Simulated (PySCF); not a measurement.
A survey of ¹⁹F NMR shifts

- GFN2-xTB geometry
- σ from GIAO-PBE0/pcSseg-1
- run in PySCF
- equivalent nuclei averaged, non-relativistic Hamiltonian, single conformer, no solvent

Shieldings were converted by a linear fit to measured shifts: ¹⁹F (scatter 6.0 ppm rms, 7.0 ppm with the 5 outliers that the fit left out vs CFCl3, solution or neat liquid, with a term for F on sp3 carbon). Occasional misses reach two or three times the rms, and more in compound classes unlike the fitted ones.

Question: Give the ¹⁹F shifts of `N#C[C@H]1[SiH2]C[SiH2]/C1=C\F`, `C=C(O[SiH3])OCC(F)F`.

Answer: 
```csv
compound,environment,δ (ppm)
N#C[C@H]1[SiH2]C[SiH2]/C1=C\F,vinylic fluorine,-87.2
C=C(O[SiH3])OCC(F)F,fluorine of a CF2 group (×2),-120.7
```

Question: Match the shifts -37.3, -93.2, -118.2, -188.0, -219.1 ppm to `C#C[C@@H]1SCC(=O)[C@@H]1F`, `C/C(=C(/F)[SiH3])C(Cl)Cl`, `CC#C[SiH2]C#C[C@@H](F)[SiH2]C`, `F[C@@H](Cl)[C@@H](Cl)[C@@H]1C[SiH2]1`, `N#C[Si@@H]1CC[SiH2]/C1=C\F`.

Answer: -37.3: N#C[Si@@H]1CC[SiH2]/C1=C\F (vinylic fluorine); -93.2: C/C(=C(/F)[SiH3])C(Cl)Cl (vinylic fluorine); -118.2: F[C@@H](Cl)[C@@H](Cl)[C@@H]1C[SiH2]1 (fluorine on an sp3 carbon); -188.0: C#C[C@@H]1SCC(=O)[C@@H]1F (fluorine on an sp3 carbon); -219.1: CC#C[SiH2]C#C[C@@H](F)[SiH2]C (fluorine on an sp3 carbon).
